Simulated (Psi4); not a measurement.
C₂H₆Cl₂Si, singlet, at a GFN2-xTB geometry, with bond 5-2 at 1.5 times its length; HF/6-31G in Psi4.

Input for Psi4:
```
memory 2 GB

molecule mol {
0 1
  C     1.394125   -1.534701   -0.233123
  Si   -0.022803   -0.299233    0.052260
  C    -1.598224   -1.143546    0.700870
  Cl    0.580086    1.101449    1.397209
  Cl   -0.659819    1.107584   -2.577796
  H     1.116935   -2.290885   -0.961479
  H     2.285294   -1.034511   -0.603397
  H     1.663628   -2.044661    0.686909
  H    -2.396331   -0.422537    0.857866
  H    -1.963340   -1.888237   -0.000041
  H    -1.416647   -1.642013    1.648346
}

set basis 6-31g
set reference rhf
set stability_analysis check
set scf_type pk

energy('scf')
print_variables()
```

The log (banner, timings and long lists left out):

```
   => Loading Basis Set <=

    Name: 6-31G
    Role: ORBITAL
    Keyword: BASIS

         ---------------------------------------------------------
                                   SCF
               by Justin Turney, Rob Parrish, Andy Simmonett
                          and Daniel G. A. Smith
                              RHF Reference
         ---------------------------------------------------------

  ==> Geometry <==

    Molecular point group: c1
    Full point group: C1

    Geometry (in Angstrom), charge = 0, multiplicity = 1:

       Center              X                  Y                   Z               Mass
    ------------   -----------------  -----------------  -----------------  -----------------
         C            1.445635286596    -1.748366460267     0.021389248281    12.000000000000
         SI           0.028707286596    -0.512898460267     0.306772248281    27.976926534650
         C           -1.546713713404    -1.357211460267     0.955382248281    12.000000000000
         CL           0.631596286596     0.887783539733     1.651721248281    34.968852682000
         CL          -0.608308713404     0.893918539733    -2.323283751719    34.968852682000
         H            1.168445286596    -2.504550460267    -0.706966751719     1.007825032230
         H            2.336804286596    -1.248176460267    -0.348884751719     1.007825032230
         H            1.715138286596    -2.258326460267     0.941421248281     1.007825032230
         H           -2.344820713404    -0.636202460267     1.112378248281     1.007825032230
         H           -1.911829713404    -2.101902460267     0.254471248281     1.007825032230
         H           -1.365136713404    -1.855678460267     1.902858248281     1.007825032230

  Running in c1 symmetry.

  Rotational constants: A =      0.07830  B =      0.04048  C =      0.03617 [cm^-1]
  Rotational constants: A =   2347.48185  B =   1213.56971  C =   1084.41488 [MHz]
  Nuclear repulsion =  323.537131399498833

  Charge       = 0
  Multiplicity = 1
  Electrons    = 66
  Nalpha       = 33
  Nbeta        = 33

  ==> Algorithm <==

  SCF Algorithm Type is PK.
  DIIS enabled.
  MOM disabled.
  Fractional occupation disabled.
  Guess Type is SAD.
  Energy threshold   = 1.00e-06
  Density threshold  = 1.00e-06
  Integral threshold = 1.00e-12

  ==> Primary Basis <==

  Basis Set: 6-31G
    Blend: 6-31G
    Number of shells: 43
    Number of basis functions: 69
    Number of Cartesian functions: 69
    Spherical Harmonics?: false
    Max angular momentum: 1

  ==> Integral Setup <==

  Using in-core PK algorithm.
   Calculation information:
      Number of atoms:                  11
      Number of AO shells:              43
      Number of primitives:            130
      Number of atomic orbitals:        69
      Number of basis functions:        69

      Integral cutoff                 1.00e-12
      Number of threads:                 1

  Performing in-core PK
  Using 5834640 doubles for integral storage.
  We computed 352887 shell quartets total.
  Whereas there are 447931 unique shell quartets.

  ==> DiskJK: Disk-Based J/K Matrices <==

    J tasked:                  Yes
    K tasked:                  Yes
    wK tasked:                  No
    Schwarz Cutoff:          1E-12

  Minimum eigenvalue in the overlap matrix is 1.2070472851E-02.
  Reciprocal condition number of the overlap matrix is 2.5065362079E-03.
    Using symmetric orthogonalization.

  ==> Pre-Iterations <==

  SCF Guess: Superposition of Atomic Densities via on-the-fly atomic UHF (no occupation information).

   -------------------------
    Irrep   Nso     Nmo
   -------------------------
     A         69      69
   -------------------------
    Total      69      69
   -------------------------

  ==> Iterations <==

                        Total Energy        Delta E     RMS |[F,P]|

   @RHF iter SAD: -1286.08648104658937   -1.28609e+03   0.00000e+00
   @RHF iter   1: -1286.90448382791669   -8.18003e-01   6.07464e-03 ADIIS/DIIS
   @RHF iter   2: -1287.01829583479571   -1.13812e-01   2.69072e-03 ADIIS/DIIS
   @RHF iter   3: -1287.03955351525792   -2.12577e-02   4.08493e-04 ADIIS/DIIS
   @RHF iter   4: -1287.04069688307504   -1.14337e-03   1.25759e-04 ADIIS/DIIS
   @RHF iter   5: -1287.04077791181021   -8.10287e-05   3.56982e-05 DIIS
   @RHF iter   6: -1287.04078743869422   -9.52688e-06   8.59840e-06 DIIS
   @RHF iter   7: -1287.04078804758001   -6.08886e-07   3.56549e-06 DIIS
   @RHF iter   8: -1287.04078817969321   -1.32113e-07   1.12003e-06 DIIS
   @RHF iter   9: -1287.04078819272263   -1.30294e-08   2.18047e-07 DIIS
  Energy and wave function converged.

	Presorting SO-basis two-electron integrals.
	Sorting File: SO Ints (nn|nn) nbuckets = 1
	Constructing frozen core operators
	Starting first half-transformation.
	Sorting half-transformed integrals.
	First half integral transformation complete.
	Starting second half-transformation.
	Two-electron integral transformation complete.
	Starting first half-transformation.
	Sorting half-transformed integrals.
	First half integral transformation complete.
	Starting second half-transformation.
	Two-electron integral transformation complete.
    Lowest singlet (RHF->RHF) stability eigenvalues:
       A 0.135721         A 0.135741         A 0.209968         A 0.237392
       A 0.281982

    Lowest triplet (RHF->UHF) stability eigenvalues:
       A -0.006530        A 0.100716         A 0.100796         A 0.162677
       A 0.208854

  ==> Post-Iterations <==

    Orbital Energies [Eh]
    ---------------------

    Doubly Occupied:

[...]
    Virtual:

[...]
    Final Occupation by Irrep:
              A
    DOCC [    33 ]
    NA   [    33 ]
    NB   [    33 ]

  @RHF Final Energy: -1287.04078819272263

   => Energetics <=

    Nuclear Repulsion Energy =            323.5371313994988327
    One-Electron Energy =               -2420.4821893369980899
    Two-Electron Energy =                 809.9042697447765704
    Total Energy =                      -1287.0407881927226299

Computation Completed

Properties will be evaluated at   0.000000,   0.000000,   0.000000 [a0]

Properties computed using the SCF density matrix

 Multipole Moments:

 ------------------------------------------------------------------------------------
     Multipole            Electronic (a.u.)      Nuclear  (a.u.)        Total (a.u.)
 ------------------------------------------------------------------------------------

 L = 1.  Multiply by 2.5417464519 to convert [e a0] to [Debye]
 Dipole X            :          0.7225872           -0.3969919            0.3255953
 Dipole Y            :          9.2214018          -11.5839217           -2.3625199
 Dipole Z            :         -1.5468715            3.5794349            2.0325634
 Magnitude           :                                                    3.1335007

 ------------------------------------------------------------------------------------

  Variable Map:
  ----------------------------------------------------------------------------
[...]
  Array Variable Map:
  ----------------------------------------------------------------------------
[...]
[...]
```
